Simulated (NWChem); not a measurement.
System: ethylene carbonate (C3H4O3); SMILES O=C1OCCO1

NWChem input:

```
start job
memory heap 200 mb stack 900 mb global 1100 mb
geometry units angstroms noautoz
  O      0.000000     0.000000    -2.036517
  C     -0.000000    -0.000000    -0.841759
  O      0.095255    -1.114289    -0.061849
  C     -0.119252    -0.758257     1.309598
  C      0.119252     0.758257     1.309598
  O     -0.095255     1.114289    -0.061849
  H      0.584089    -1.314751     1.932046
  H     -1.144970    -1.023330     1.589230
  H     -0.584089     1.314751     1.932046
  H      1.144970     1.023330     1.589230
end
basis spherical
  * library def2-svp
end
dft
  xc xpbe96 cpbe96
  iterations 150
  mulliken
end
task dft energy
```

All runs use the structure optimised with B3LYP/6-31G* (spherical d).

Task: Predict the main results of this run. (PBE/def2-SVP.) Quantities: energy (Ha); highest occupied level (eV); orbital gap (eV); dipole (D).

Result: 
```yaml
energy (Ha): -341.77
highest occupied level (eV): -6.68
orbital gap (eV): 6.60
dipole (D): 5.08
```
